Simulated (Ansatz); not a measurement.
Computed with Ansatz on PBE0-D4/def2-TZVP structures; ΔE is electronic, products minus reactants. CBS: MP2 limit from def2 TZ/QZ plus the TZ coupled-cluster correction, frozen cores. This one scheme is used for every species. DFT in def2-TZVPP. One conformer a species, not always the lowest.

Reaction (substitution at a C–C bond): `FC[C]1=[CH][AlH]1` + HCl → `Cl[C]1=[CH][AlH]1` + fluoromethane

`FC[C]1=[CH][AlH]1`:

```xyz
9

F    -1.799    1.051   -1.048
C    -0.754    1.139   -0.145
C     0.002   -0.123   -0.049
C     1.094   -0.440    0.715
Al    0.559   -1.874   -0.321
H    -1.182    1.407    0.829
H    -0.102    1.956   -0.473
H     1.623    0.204    1.417
H     0.559   -3.321   -0.924
```

HCl:

Cartesian coordinates in Å:
```
Cl -0.449 0.119 -0.439
H 0.449 -0.119 0.439
```

`Cl[C]1=[CH][AlH]1`:

```xyz
6

Cl    0.429   -2.262    0.913
C     0.081   -0.749    0.172
C     0.308    0.498    0.662
Al   -0.480    0.553   -1.026
H     0.751    0.787    1.612
H    -1.090    1.173   -2.332
```

`CF`:

Z-matrix (Å, degrees):
```
C
F 1 1.376
H 1 1.092 2 109.1
H 1 1.092 2 109.1 3 -120.0
H 1 1.092 2 109.1 3 120.0
```

```tsv
level	ΔE (kJ/mol)	difference from CCSD(T)/CBS
BLYP-D4	10.7	-10.2
CAM-B3LYP-D4	23.1	2.2
ωB97X-V	22.8	1.9
B2PLYP	16.9	-4.0
BLYP	9.0	-11.9
r2SCAN	15.6	-5.3
r2SCANh	17.4	-3.5
CCSD(T)/def2-SVP	31.6	10.7
CCSD/def2-TZVPP	25.8	4.9
CCSD/CBS(def2)	23.4	2.5
CCSD(T)/CBS	20.9	0
```

Largest T1 diagnostic among the species: 0.013.

Leaving LDA and LC-ωPBE aside and taking each functional with its dispersion term where it has one, the values, not all of them listed here, spread over 12.8 kJ/mol, from BLYP-D4 to ωB97M-V. LDA lies +9.9 kJ/mol from PBE without D4. At CCSD(T), def2-SVP lies +10.7 kJ/mol from the extrapolated value and def2-TZVPP +2.4 kJ/mol. From r2SCAN to r2SCAN0 (25 % exact exchange), in def2-TZVPP and without D4, ΔE moves by +4.3 kJ/mol.
